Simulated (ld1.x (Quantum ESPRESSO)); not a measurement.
germanium: TM semilocal pseudisation with PW91, non-relativistic reference atom.

ld1.x (Quantum ESPRESSO) 7.5 was run on this input:

```
&input
   title='Ge', zed=32., rel=0, dft='PW91', iswitch=3,
   config='[Ar] 3d10 4s2 4p2 4d-2',
   nld=3, rlderiv=1.85, eminld=-3.0, emaxld=5.0, deld=0.02
 /
 &inputp
   pseudotype=1, tm=.true., lloc=2,
   nlcc=.true., rcore=1.30,
   file_pseudopw='Ge.pp', file_wfcaegen='ae.wfc', file_wfcncgen='nc.wfc'
 /
3
4S  1  0   2.00   0.00  1.60  1.60  0.0
4P  2  1   2.00   0.00  1.65  1.65  0.0
4D  3  2  -2.00   0.25  1.70  1.70  0.0
 &test
   configts(1)='4s2 4p2'
 /
```

Command:

```bash
ld1.x < Ge.in > Ge.out
```

The program printed (shortened: banner, matrices, multipoles, cross overlaps and the repeated all-electron block are left out):

```
Program LD1 v.7.5
     --------------------------- All-electron run ----------------------------

     Ge

     atomic number is 32.00
     dft =PW91   lsd =0 sic =0 latt =0  beta=0.20 tr2=1.0E-14
     Exchange-correlation= PW91
                           (   1   4   2   2   0   0   0)
     mesh =1207 r(mesh) = 100.41023 a.u. xmin = -7.00 dx = 0.01250
     1 Ry =  13.60569312 eV

     n l     nl                  e(Ry)          e(Ha)          e(eV)
     1 0     1S 1( 2.00)      -794.1607      -397.0804    -10805.1072
     2 0     2S 1( 2.00)       -98.2926       -49.1463     -1337.3384
     2 1     2P 1( 6.00)       -87.5235       -43.7617     -1190.8174
     3 0     3S 1( 2.00)       -11.9755        -5.9877      -162.9350
     3 1     3P 1( 6.00)        -8.4096        -4.2048      -114.4191
     3 2     3D 1(10.00)        -2.2221        -1.1110       -30.2330
     4 0     4S 1( 2.00)        -0.8431        -0.4215       -11.4705
     4 1     4P 1( 2.00)        -0.2923        -0.1461        -3.9768

     final scf error:  4.1E-15 reached in  38 iterations

     Etot =   -4154.203381 Ry,   -2077.101691 Ha,  -56520.816377 eV

     Ekin =    4151.431771 Ry,    2075.715886 Ha,   56483.106704 eV
     Encl =   -9940.155121 Ry,   -4970.077560 Ha, -135242.700171 eV
     Eh   =    1792.720236 Ry,     896.360118 Ha,   24391.201382 eV
     Exc  =    -158.200268 Ry,     -79.100134 Ha,   -2152.424292 eV

     normalization and overlap integrals

     s(1S/1S) =  1.000000  <r> =   0.0479  <r2> =    0.0031  r(max) =   0.0316
     s(2S/2S) =  1.000000  <r> =   0.2139  <r2> =    0.0539  r(max) =   0.1798
     s(2P/2P) =  1.000000  <r> =   0.1853  <r2> =    0.0420  r(max) =   0.1418
     s(3S/3S) =  1.000000  <r> =   0.6351  <r2> =    0.4652  r(max) =   0.5539
     s(3P/3P) =  1.000000  <r> =   0.6517  <r2> =    0.4999  r(max) =   0.5470
     s(3D/3D) =  1.000000  <r> =   0.7326  <r2> =    0.6884  r(max) =   0.5012
     s(4S/4S) =  1.000000  <r> =   2.1485  <r2> =    5.3399  r(max) =   1.7714
     s(4P/4P) =  1.000000  <r> =   2.8978  <r2> =   10.0568  r(max) =   2.2184

     ------------------------ End of All-electron run ------------------------

     --------------------- Generating NC pseudopotential ---------------------

      Generating local pot.: lloc=2, matching radius rcloc =   1.7000

      Computing core charge for nlcc:

       r > 1.31 : true rho core
       r < 1.31 : rho core = a sin(br)/r    a=   5.35  b=   2.04

      Integrated core pseudo-charge :   4.63

      Wfc   4S  rcut= 1.583  Using Troullier-Martins method

      Wfc   4P  rcut= 1.664  Using Troullier-Martins method

     ------------------- End of pseudopotential generation -------------------

     Computing logarithmic derivative in   1.85064
     Computing logarithmic derivative in   1.85064
     Computing the partial wave expansion
     R is outside the sphere for l=    0 j= 0.00
     R is outside the sphere for l=    1 j= 0.00
       no projector for channel:   2

     ---------------------- Testing the pseudopotential ----------------------

     Ge

     atomic number is 32.00   valence charge is  4.00
     dft =PW91   lsd =0 sic =0 latt =0  beta=0.20 tr2=1.0E-14
     mesh =1207 r(mesh) = 100.41023 xmin = -7.00 dx = 0.01250

     n l     nl             e AE (Ry)        e PS (Ry)    De AE-PS (Ry)
     1 0     4S   1( 2.00)       -0.84306       -0.84306       -0.00000
     2 1     4P   1( 2.00)       -0.29229       -0.29229       -0.00000

     eps = 1.2E-15  iter =  5

     Etot =   -4154.203381 Ry,   -2077.101691 Ha,  -56520.816377 eV
     Etotps =   -13.029011 Ry,      -6.514505 Ha,    -177.268724 eV

     Ekin =       2.553125 Ry,       1.276562 Ha,      34.737029 eV
     Encl =     -11.630275 Ry,      -5.815138 Ha,    -158.237959 eV
     Ehrt =       5.779163 Ry,       2.889582 Ha,      78.629522 eV
     Ecxc =      -7.890527 Ry,      -3.945263 Ha,    -107.356085 eV
     (Ecc =      -5.398622 Ry,      -2.699311 Ha,     -73.451988 eV)
     Epseu=      -1.840497 Ry,      -0.920248 Ha,     -25.041231 eV

     ---------------------- End of pseudopotential test ----------------------
```

Generation and configuration tests took about 1.6 s on one core of a shared server CPU.

Transferability test of the new file with ld1.x, input:

```
&input
   title='Ge', zed=32., rel=0, dft='PW91', iswitch=2,
   config='[Ar] 3d10 4s2 4p2 4d-2'
 /
 &test
   file_pseudo='Ge.pp', nconf=8,
   configts(1)='4s2 4p2',
   configts(2)='4s2 4p1',
   configts(3)='4s2 4p0',
   configts(4)='4s1 4p0',
   configts(5)='4s0 4p4',
   configts(6)='4s1 4p3',
   configts(7)='4s2 4p2.3',
   configts(8)='4s1 4p2'
 /
```

```bash
ld1.x < Ge.test.in > Ge.test.out
```

Pseudopotential blocks of its output, shortened (energy terms left out):

```
     ---------------------- Testing the pseudopotential ----------------------

     n l     nl             e AE (Ry)        e PS (Ry)    De AE-PS (Ry)
     1 0     4S   1( 2.00)       -0.84306       -0.84306       -0.00000
     2 1     4P   1( 2.00)       -0.29229       -0.29229       -0.00000

     eps = 4.5E-16  iter = 11

     Etot =   -4154.203381 Ry,   -2077.101691 Ha,  -56520.816377 eV
     Etotps =   -13.029011 Ry,      -6.514505 Ha,    -177.268724 eV

     ---------------------- End of pseudopotential test ----------------------

          ---------------------- Testing the pseudopotential ----------------------

     n l     nl             e AE (Ry)        e PS (Ry)    De AE-PS (Ry)
     1 0     4S   1( 2.00)       -1.43835       -1.43976        0.00140
     2 1     4P   1( 1.00)       -0.83320       -0.83404        0.00084

     eps = 2.9E-15  iter = 11

     Etot =   -4153.649589 Ry,   -2076.824795 Ha,  -56513.281653 eV
     Etotps =   -12.474949 Ry,      -6.237475 Ha,    -169.730331 eV
     dEtot_ae =       0.553792 Ry
     dEtot_ps =       0.554062 Ry,   Delta E=      -0.000270 Ry

     ---------------------- End of pseudopotential test ----------------------

          ---------------------- Testing the pseudopotential ----------------------

     n l     nl             e AE (Ry)        e PS (Ry)    De AE-PS (Ry)
     1 0     4S   1( 2.00)       -2.12389       -2.13076        0.00687  !
     2 1     4P   1( 0.00)       -1.46211       -1.46718        0.00507  !

     eps = 3.6E-15  iter = 10

     Etot =   -4152.507919 Ry,   -2076.253959 Ha,  -56497.748435 eV
     Etotps =   -11.330762 Ry,      -5.665381 Ha,    -154.162877 eV
     dEtot_ae =       1.695462 Ry
     dEtot_ps =       1.698248 Ry,   Delta E=      -0.002786 Ry

     ---------------------- End of pseudopotential test ----------------------

          ---------------------- Testing the pseudopotential ----------------------

     n l     nl             e AE (Ry)        e PS (Ry)    De AE-PS (Ry)
     1 0     4S   1( 1.00)       -2.93279       -2.95603        0.02324  !
     2 1     4P   1( 0.00)       -2.20710       -2.22595        0.01884  !

     eps = 2.5E-15  iter =  7

     Etot =   -4149.983118 Ry,   -2074.991559 Ha,  -56463.396764 eV
     Etotps =    -8.791794 Ry,      -4.395897 Ha,    -119.618449 eV
     dEtot_ae =       4.220264 Ry
     dEtot_ps =       4.237217 Ry,   Delta E=      -0.016953 Ry

     ---------------------- End of pseudopotential test ----------------------

          ---------------------- Testing the pseudopotential ----------------------

     n l     nl             e AE (Ry)        e PS (Ry)    De AE-PS (Ry)
     1 0     4S   1( 0.00)       -0.96847       -0.97128        0.00281
     2 1     4P   1( 4.00)       -0.38454       -0.38511        0.00058

     eps = 4.4E-15  iter = 10

     Etot =   -4153.067324 Ry,   -2076.533662 Ha,  -56505.359533 eV
     Etotps =   -11.890701 Ry,      -5.945351 Ha,    -161.781233 eV
     dEtot_ae =       1.136057 Ry
     dEtot_ps =       1.138310 Ry,   Delta E=      -0.002253 Ry

     ---------------------- End of pseudopotential test ----------------------

          ---------------------- Testing the pseudopotential ----------------------

     n l     nl             e AE (Ry)        e PS (Ry)    De AE-PS (Ry)
     1 0     4S   1( 1.00)       -0.90907       -0.91048        0.00140
     2 1     4P   1( 3.00)       -0.34072       -0.34098        0.00027

     eps = 5.0E-15  iter = 15

     Etot =   -4153.643613 Ry,   -2076.821807 Ha,  -56513.200346 eV
     Etotps =   -12.468675 Ry,      -6.234338 Ha,    -169.644968 eV
     dEtot_ae =       0.559768 Ry
     dEtot_ps =       0.560336 Ry,   Delta E=      -0.000568 Ry

     ---------------------- End of pseudopotential test ----------------------

          ---------------------- Testing the pseudopotential ----------------------

     n l     nl             e AE (Ry)        e PS (Ry)    De AE-PS (Ry)
     1 0     4S   1( 2.00)       -0.69028       -0.69022       -0.00006
     2 1     4P   1( 2.30)       -0.15430       -0.15429       -0.00001

     eps = 8.9E-15  iter = 16

     Etot =   -4154.270014 Ry,   -2077.135007 Ha,  -56521.722959 eV
     Etotps =   -13.095645 Ry,      -6.547822 Ha,    -178.175326 eV
     dEtot_ae =      -0.066633 Ry
     dEtot_ps =      -0.066634 Ry,   Delta E=       0.000001 Ry

     ---------------------- End of pseudopotential test ----------------------

          ---------------------- Testing the pseudopotential ----------------------

     n l     nl             e AE (Ry)        e PS (Ry)    De AE-PS (Ry)
     1 0     4S   1( 1.00)       -1.50544       -1.50888        0.00344
     2 1     4P   1( 2.00)       -0.88745       -0.88918        0.00173

     eps = 5.3E-16  iter =  9

     Etot =   -4153.037872 Ry,   -2076.518936 Ha,  -56504.958813 eV
     Etotps =   -11.862093 Ry,      -5.931047 Ha,    -161.391999 eV
     dEtot_ae =       1.165509 Ry
     dEtot_ps =       1.166918 Ry,   Delta E=      -0.001408 Ry

     ---------------------- End of pseudopotential test ----------------------
```
